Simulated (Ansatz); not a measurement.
The multiplicity is imposed and other spin states were not computed.

Method: frozen-core CCSD(T)/def2-TZVPP // r2SCAN-D4/def2-SVP in Ansatz (a program for electronic structure).

Ansatz 0.2 input:
```yaml
crystal:
  periodic: [false, false, false]
  atoms:
    - { symbol: Ag, position_ang: [-0.047592, 0.010178, 0.020031] }
    - { symbol: N, position_ang: [-1.993831, 0.426665, 0.839169] }
    - { symbol: H, position_ang: [-2.584471, 0.938821, 0.181414] }
    - { symbol: H, position_ang: [-1.938798, 0.991486, 1.688729] }
    - { symbol: H, position_ang: [-2.496856, -0.428072, 1.084509] }
    - { symbol: Cl, position_ang: [2.007941, -0.429681, -0.845108] }
basis:
  gaussian: { orbitals: def2-TZVPP }
correlation:
  method: ccsd_t
```

Output:

```
Functional definition: HF
1060 factors; integrals over basis functions are off by at most 1.0e-3 eV
mean field evaluation 1: about -18008.7475 eV, gradient 3.7e1 eV
mean field evaluation 2: about -18009.0110 eV, gradient 3.8e1 eV
mean field evaluation 4: about -18011.7790 eV, gradient 3.4e0 eV
mean field evaluation 8: about -18011.8321 eV, gradient 3.4e-1 eV
mean field evaluation 16: about -18011.8328 eV, gradient 9.6e-7 eV
mean field -18011.83279376 eV, -661.9226463118 hartree, gradient 9.6e-7 eV, S^2 0.000000; 0 other end points of the search recorded, 0 dependent functions left out
6 core orbitals not correlated
reference -18011.83279376 eV, -661.9226463118 hartree; 17, 17 occupied and 148, 148 virtual orbitals, 1060 factors
second order -30.24181737 eV of doubles, -0.00000000 eV of singles
cycle   1  -29.14025880 eV  change     1.1e0 eV  update   1.2e-1
cycle   2  -29.79389131 eV  change   -6.5e-1 eV  update   4.0e-2
cycle   3  -29.96409272 eV  change   -1.7e-1 eV  update   2.3e-2
cycle   4  -29.92977333 eV  change    3.4e-2 eV  update   9.9e-3
cycle   5  -29.91607227 eV  change    1.4e-2 eV  update   4.8e-3
cycle   6  -29.92211693 eV  change   -6.0e-3 eV  update   1.7e-3
cycle   7  -29.92214247 eV  change   -2.6e-5 eV  update   6.8e-4
cycle   8  -29.92170966 eV  change    4.3e-4 eV  update   2.1e-4
cycle   9  -29.92184778 eV  change   -1.4e-4 eV  update   8.7e-5
cycle  10  -29.92194779 eV  change   -1.0e-4 eV  update   2.6e-5
cycle  11  -29.92187782 eV  change    7.0e-5 eV  update   1.2e-5
cycle  12  -29.92188753 eV  change   -9.7e-6 eV  update   5.6e-6
perturbative correction -1.02821106 eV, -0.0377860595 hartree
Total energy: -18042.78289234 eV, -663.0600414561 hartree
```

Cost: about 40 core-seconds (a rough figure).
